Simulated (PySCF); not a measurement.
Compound: C8H10P2.
Cartesian coordinates in Å at the PBE0-D3(BJ)/def2-SVP level; atoms count from 1:
```
atom  x, y, z in Å
P1     3.2800   -0.0033    1.2298
P2     3.0199   -0.0477   -0.9980
C3     1.8527    1.4199   -1.0878
C4     0.5116    0.9492   -0.5913
C5    -0.5394    1.7785   -0.2000
C6    -1.7398    1.2194    0.2365
C7    -1.8942   -0.1666    0.2789
C8    -0.8480   -0.9999   -0.1149
C9     0.3564   -0.4444   -0.5481
C10    1.5588   -1.2274   -1.0028
H11    4.3467    0.9493    1.1685
H12    4.1945   -1.1048    1.2317
H13    1.7944    1.7352   -2.1456
H14    2.2453    2.2826   -0.5265
H15   -0.4175    2.8646   -0.2277
H16   -2.5590    1.8692    0.5536
H17   -2.8337   -0.6010    0.6289
H18   -0.9665   -2.0861   -0.0761
H19    1.4266   -1.5935   -2.0372
H20    1.7572   -2.1152   -0.3811
```

Probes without a nucleus sit at each ring's centroid and 1 Å off its mean plane on both sides; NICS is minus the shielding there, NICSzz its component along the normal. Level: GIAO KT2/pcSseg-1 (PySCF, non-relativistic, gas phase) on the PBE0-D3(BJ)/def2-SVP geometry, one conformer.

Ring bond lengths (Å): P2–C3 1.877, C3–C4 1.506, C4–C9 1.403, C9–C10 1.505, C10–P2 1.878; C4–C5 1.395, C5–C6 1.394, C6–C7 1.395, C7–C8 1.394, C8–C9 1.395, C9–C4 1.403.

Problem. Give the NICS values of each ring in ppm.

Solution. 
```json
{"ring": "P2–C3–C4–C9–C10", "type": "5-membered ring with P; formal bonds 1 aromatic, 4 single", "NICS(0)": "-2.0", "NICS(1), two faces": "-2.2 / -3.3", "NICS(1)zz, two faces": "-1.6 / -2.2", "rms pucker (Å)": "0.12", "centre to ring atoms, mean (Å)": "1.38"}
{"ring": "C4–C5–C6–C7–C8–C9", "type": "6-membered carbocycle; formal bonds all aromatic", "NICS(0)": "-8.6", "NICS(1), two faces": "-10.7 / -10.9", "NICS(1)zz, two faces": "-26.0 / -26.5", "rms pucker (Å)": "0.00", "centre to ring atoms, mean (Å)": "1.40"}
```

Problem. What can be read from them?

Solution. 
- P2–C3–C4–C9–C10: mean NICS(1)zz -1.9 ppm, near zero. C3, C10 have four or more neighbours; no verdict on aromaticity is drawn.
- C4–C5–C6–C7–C8–C9: mean NICS(1)zz -26.3 ppm, shielded. The ring is flat and has no four-coordinate atom; by the NICS criterion it is aromatic, though in fused rings the probe also feels the neighbouring ring.

Problem. And the bond-length index? Use HOMA with the parameters of Krygowski (1993).

Solution. 
- C4–C5–C6–C7–C8–C9: HOMA 0.98 = 1 − EN − GEO, with mean bond length 1.396 Å, EN = α(Ropt − mean)² = 0.017 and GEO = α × variance = 0.002. The geometric and the magnetic index point the same way.

Problem. How shielded are the nuclei of the rings and their hydrogens (means over atoms taken as equivalent)?

Solution. 
```csv
atoms,environment,σ isotropic (ppm),"principal values of the symmetric part, first atom (ppm)"
P2,three-coordinate phosphorus,354.0,"285.8, 357.5, 418.7"
C3 (×2),sp3 carbon bound to phosphorus,144.4,"116.0, 149.5, 167.9"
C4 (×2),substituted aromatic carbon,46.3,"-40.0, 34.5, 144.3"
C5 (×2),aromatic CH carbon,61.4,"-32.5, 54.8, 162.1"
C6 (×2),aromatic CH carbon,61.8,"-36.7, 52.2, 170.1"
H13 (×4),methylene hydrogen,28.17,"22.1, 26.6, 34.4"
H15 (×2),aromatic hydrogen,24.03,"19.8, 24.0, 28.2"
H16 (×2),aromatic hydrogen,24.20,"20.8, 25.5, 26.3"
```

Problem. How do the values depend on the level or the medium?

Solution. 
| level | NICS(0), P2–C3–C4–C9–C10 | mean NICS(1)zz, P2–C3–C4–C9–C10 | NICS(0), C4–C5–C6–C7–C8–C9 | mean NICS(1)zz, C4–C5–C6–C7–C8–C9 |
| --- | --- | --- | --- | --- |
| KT2/pcSseg-1, gas | -2.0 | -1.9 | -8.6 | -26.3 |
| PBE0/pcSseg-1, gas | -1.7 | -1.4 | -8.6 | -27.3 |
| PBE0/pcSseg-1, IEF-PCM chloroform | -1.7 | -1.5 | -8.4 | -27.4 |
| PBE0/pcSseg-1, IEF-PCM cyclohexane | -1.7 | -1.5 | -8.5 | -27.4 |

The geometry is the same throughout; the continuum's cavity takes Bondi-type radii × 1.2.

Time: 48 s of wall time; peak memory 0.97 GiB. Hardware: an AMD EPYC 9R45 with one thread, no GPU (shared host). This is the whole shielding run at KT2/pcSseg-1, SCF included.
